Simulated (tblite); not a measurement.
Species: C5H10F2OSi.
Cartesian coordinates in Å at the GFN2-xTB level; atoms count from 1:
```xyz
19
C5H10F2OSi angstrom
C      1.2267   -1.2938   -0.0613
C      0.6789    0.0926    0.0106
C      1.4021    1.2123    0.0353
C      2.8969    1.2646    0.0050
F      3.4580    0.5466    1.0452
O     -0.6707    0.2085    0.0439
Si    -1.8923   -0.8514    0.1883
C     -3.3895    0.3286    0.1149
F     -4.5582   -0.4006    0.2131
H      0.8627   -1.7825   -0.9638
H      2.3103   -1.2934   -0.0590
H      0.8735   -1.8654    0.7949
H      0.8856    2.1566    0.1052
H      3.3084    0.8300   -0.9145
H      3.2529    2.2917    0.1180
H     -1.8560   -1.5618    1.4679
H     -1.9375   -1.8033   -0.9240
H     -3.4081    1.0471    0.9382
H     -3.4532    0.8827   -0.8252
```

Level: GFN2-xTB in tblite, geometry and Hessian alike; calculated harmonic values, unscaled, isolated species. Against measured fundamentals such values can be off by several per cent, at times by over 20. Modes of hydrogen on silicon can be 10 to 20 % off. One conformer, not necessarily the lowest.

Harmonic wavenumbers (cm⁻¹): 30.9, 39.8, 63.8, 69.2, 79.6, 129.3, 151.7, 199.1, 233.7, 272.3, 360.6, 442.2, 477.6, 489.6, 581.7, 599.0, 720.9, 755.9, 762.4, 765.7, 799.4, 801.1, 911.3, 977.2, 989.0, 1034.6, 1035.8, 1046.0, 1116.5, 1197.1, 1212.9, 1238.2, 1276.5, 1302.4, 1321.1, 1396.0, 1440.3, 1444.5, 1458.8, 1469.3, 1707.4, 2233.9, 2265.1, 2911.1, 2951.8, 2959.1, 2971.2, 3012.3, 3028.2, 3089.2, 3103.3.

A = 4479, B = 456.7, C = 430.0 MHz; mass 152.047 u (most abundant isotopes); point group C1, symmetry number 1.

Problem. What is the zero-point energy?

Solution. ½Σν̃ = 30463 cm⁻¹ = 364.42 kJ/mol.

Problem. Entropy at 298.15 K, 1 bar (ideal gas, RRHO, classical rotation)?

Solution. Translation 171.52, rotation 126.70, vibration 172.55: S = 470.8 J/(mol K).

Problem. And Cp and H(298.15 K) − H(0)?

Solution. Cp = 179.64 J/(mol K), of which vibrations give 146.38 (their classical limit is 51 R = 424.0); H(298.15 K) − H(0) = 34.27 kJ/mol without the zero-point energy, 24.36 from vibrations.

Problem. How do the functions run with temperature in this model?

Solution. 
```tsv
T (K)	S (J/(mol K))	Cp (J/(mol K))	H − H(0) (kJ/mol)	G − H(0) (kJ/mol)	ln q(vib)
100	327.9	97.8	6.91	-25.87	3.62
200	407.9	137.9	18.69	-62.89	7.55
300	471.9	180.4	34.60	-106.96	10.99
500	582.4	254.6	78.51	-212.69	17.23
800	718.8	325.0	166.43	-408.64	25.62
1000	794.8	355.0	234.59	-560.17	30.67
```

q(vib) and H(0) count from the zero-point level.

Problem. Which modes carry the vibrational entropy at 298.15 K?

Solution. 30.9 cm⁻¹: 24.14; 39.8 cm⁻¹: 22.05; 63.8 cm⁻¹: 18.14; 69.2 cm⁻¹: 17.47; 79.6 cm⁻¹: 16.32; 129.3 cm⁻¹: 12.37 J/(mol K); the other 45 give 62.05 together.

Problem. Blend soft modes into free rotors: weight 1/[1 + (100 cm⁻¹/ν̃)⁴] for the oscillator and the rest for a rotor with moment μB/(μ + B), μ = h/(8π²ν), B = 10⁻⁴⁴ kg m². What vibrational entropy results?

Solution. 149.31 J/(mol K) in place of 172.55, which changes −T·S at 298.15 K by +6.93 kJ/mol.

Hindered rotation and anharmonicity are outside this model. Other conformers, if any are populated, would add a mixing term that is left out. The structure is chiral; the term R ln 2 for an equal mix with its mirror image is left out.
